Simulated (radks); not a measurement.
Valence configurations of Pb I. All-electron calculation, scalar-relativistic Kohn-Sham, r2SCAN, spin-polarised, spherical densities, finite nucleus; open shells are filled with parallel spins first (spin-orbit coupling, left out, can overturn this in heavy ions); meta-GGA in the generalised Kohn-Sham scheme; Fermi nuclear charge, rms radius 5.5012 fm. Program: a radial shooting solver on a logarithmic mesh with Libxc functionals. Energies are relative to [Hg] 6p2; eigenvalues in eV for spin up.

| valence | E (eV) | moment (Bohr magnetons) | e(4f) | e(5d) | e(6p) | e(6s) |
|---|---|---|---|---|---|---|
| [Hg] 6p2 | 0.000 | 2 | -134.26 | -21.724 | -4.184 | -12.935 |
| [Xe] 4f13 5d10 6s2 6p3 | 138.46 | 4 | -154.35 | -27.843 | -5.530 | -15.388 |
| [Xe] 4f14 5d9.5 6s2 6p2.5 | 8.985 | 3 | -137.24 | -24.104 | -4.865 | -14.149 |
| [Xe] 4f12 5d10 6s2 6p4 | 296.69 | 4 | -175.45 | -34.442 | -6.460 | -17.472 |
| [Xe] 4f12 5d9.5 6s2 6p4.5 | 311.54 | 4 | -178.73 | -36.965 | -6.860 | -18.393 |
| [Xe] 4f14 5d9 6s2 6p3 | 18.545 | 4 | -140.21 | -26.450 | -5.512 | -15.310 |
| [Xe] 4f12.5 5d9 6s2 6p4.5 | 243.38 | 4 | -171.35 | -36.176 | -6.850 | -18.347 |
| [Xe] 4f14 5d8.5 6s2 6p3.5 | 30.032 | 4 | -143.41 | -28.959 | -5.993 | -16.337 |
| [Xe] 4f11.5 5d10 6s2 6p4.5 | 382.34 | 4 | -186.18 | -37.752 | -6.869 | -18.435 |
| [Xe] 4f13 5d9.5 6s1 6p4.5 | 161.32 | 4 | -159.45 | -32.214 | -6.772 | -17.774 |

NIST lists [Hg] 6p2 as the ground configuration; this level of theory agrees among the configurations tried. The energies are those of spherical high-spin densities, not of single terms.
